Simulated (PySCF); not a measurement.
C2H5ClFNSi, SMILES C(/[Si@@H](Cl)N)=C\F.

Geometry: TPSSh-D3(BJ)/def2-SVP. The structure was generated by enumeration; whether it is a known compound was not checked. Other conformers were not sampled.

Two levels are set side by side: PBE/def2-TZVP (PySCF) and B3LYP/def2-TZVP (PySCF). Same geometry, gas phase. Differences are taken from unrounded values.

```
quantity                     B3LYP
---------------------------  -----
orbital gap (eV)              6.82
highest occupied level (eV)  -7.70
lowest empty level (eV)      -0.88
dipole moment (D)             1.92
mean polarisability (bohr³)   68.1
```

**Question.** What does PBE give, and how far is it from B3LYP? (Estimate from the structure and the level; the computed values follow.)

**Answer.** 
| quantity | PBE | PBE minus B3LYP |
|---|---|---|
| orbital gap (eV) | 4.96 | -1.87 |
| highest occupied level (eV) | -6.56 | 1.14 |
| lowest empty level (eV) | -1.61 | -0.73 |
| dipole moment (D) | 1.89 | -0.03 |
| mean polarisability (bohr³) | 70.4 | 2.3 |

PBE's occupied levels lie high since its potential decays too fast outside the molecule; exact exchange lowers them and widens the gap. PBE's more diffuse valence density responds more strongly to a field. Differences between two approximate levels are no errors against the true value.

Rough cost on one machine, each run with all the roots and properties that it gave: B3LYP against PBE within a factor of 2.
